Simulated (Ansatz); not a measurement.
Cost and result for the atomization energy of CH6AsBOSi (`O[SiH]1CB[AsH]1`) (11 atoms, 11 bonds).

```csv
atom,x (Å),y (Å),z (Å)
O1,0.840,-1.807,-1.171
Si2,0.453,-0.282,-0.686
C3,-1.281,-0.220,0.042
B4,-0.752,0.872,1.005
As5,1.169,0.369,1.472
H6,1.771,-2.017,-1.266
H7,0.735,0.702,-1.761
H8,-2.193,-0.078,-0.533
H9,-1.282,-1.214,0.517
H10,-1.236,1.946,1.197
H11,1.776,1.730,1.184
```

Total charge 0; spin multiplicity 1. Correlated methods include outer-core shells of As, which these sets cover unevenly. Scalar relativity is left out up to krypton. The structure was optimised at the PBE0-D4/def2-TZVP level. It is one conformer, not always the lowest. Program: Ansatz. All runs use 4 threads of an Arm Neoverse V2 on a shared host. Times are those of one run each, without the atoms' runs, and a repeat can differ threefold. Electronic energies, without spin–orbit coupling; frozen cores. CCSD(T)/CBS adds CCSD(T) − MP2 in def2-TZVPP to the MP2 limit, and its time is that of the two runs behind it. T1 = 0.013. With those shells the extrapolation isn't a true limit. B3LYP takes the VWN-RPA correlation (the form of Gaussian; ORCA's B3LYP/G).

CCSD(T)/CBS is a level of theory with its own doubt, some kJ/mol a heavy atom from the limit and from the frozen cores, so smaller differences don't rank the functionals.

```json
{"level": "PBE-D4/def2-TZVPP (with forces)", "functions": "267", "wall time": "2.9 s"}
{"level": "PBE0-D4/def2-TZVPP", "functions": "267", "wall time": "3.7 s"}
{"level": "r2SCAN-D4/def2-TZVPP (with forces)", "functions": "267", "wall time": "6 s"}
{"level": "B3LYP-D4/def2-TZVPP (with forces)", "functions": "267", "wall time": "6 s"}
{"level": "B2PLYP/def2-TZVPP", "functions": "267", "wall time": "7 s"}
{"level": "ωB97X-V/def2-TZVPP", "functions": "267", "wall time": "9.5 s"}
{"level": "ωB97M-V/def2-TZVPP (with forces)", "functions": "267", "wall time": "14 s"}
{"level": "MP2/def2-QZVPP", "functions": "510", "wall time": "28 s"}
{"level": "CCSD(T)/def2-TZVPP", "functions": "267", "wall time": "4.1 min"}
{"level": "CCSD(T)/CBS(def2)", "functions": "–", "wall time": "4.5 min"}
```

(1) What atomization energy does each give, and how far from CCSD(T)/CBS? (Best estimate.)

## Answers

(1) Computed: 
| level | atomization (kJ/mol) | difference from CCSD(T)/CBS | per bond |
| --- | --- | --- | --- |
| PBE-D4/def2-TZVPP (with forces) | 3963.4 | 70.3 | 6.4 |
| PBE0-D4/def2-TZVPP | 3903.0 | 9.9 | 0.9 |
| r2SCAN-D4/def2-TZVPP (with forces) | 3925.8 | 32.7 | 3.0 |
| B3LYP-D4/def2-TZVPP (with forces) | 3893.0 | -0.1 | 0.0 |
| B2PLYP/def2-TZVPP | 3845.8 | -47.3 | -4.3 |
| ωB97X-V/def2-TZVPP | 3924.9 | 31.8 | 2.9 |
| ωB97M-V/def2-TZVPP (with forces) | 3908.1 | 15.0 | 1.4 |
| MP2/def2-QZVPP | 3909.4 | 16.3 | 1.5 |
| CCSD(T)/def2-TZVPP | 3784.9 | -108.2 | -9.8 |
| CCSD(T)/CBS(def2) | 3893.1 | 0.0 | 0.0 |

The D4 term adds +47.1 kJ/mol with B3LYP and +24.5 kJ/mol with PBE0; it sums over pairs of atoms, weighted by their polarisabilities, and B3LYP, whose exchange is more repulsive, gets the larger term. In def2-TZVPP, CCSD(T) changes the Hartree–Fock value by +982.2 kJ/mol (the triples alone add +63.5 kJ/mol) and MP2 by +1043.1 kJ/mol; breaking electron pairs costs correlation energy, which Hartree–Fock lacks. From PBE to PBE0 (25 % exact exchange), in def2-TZVPP and without D4, the atomization energy moves by −56.0 kJ/mol: exact exchange takes away binding that semilocal exchange gives to molecules.
